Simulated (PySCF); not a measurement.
Vertical excitations of a molecule CH8N2OSi from TDDFT-LC-ωPBE/def2-SVPD (PySCF), as energy in eV (oscillator strength): 6.97 (0.006), 7.34 (0.040), 7.80 (0.055), 7.93 (0.033), 8.26 (0.019), 8.35 (0.050), 8.62 (0.012), 8.87 (0.018), 8.99 (0.036), 9.07 (0.027). Lowest triplet (TDA): 6.69 eV. Geometry optimised at B3LYP-D3(BJ)/def2-SVP. The values are those of a single conformer.

**Question.** Which molecule gave these data?
A) C[Si](N)(N)O
B) CO[SiH](N)N
C) NC[Si@@H](N)O
D) CN[Si@@H](N)O

**Answer.** D, CN[Si@@H](N)O
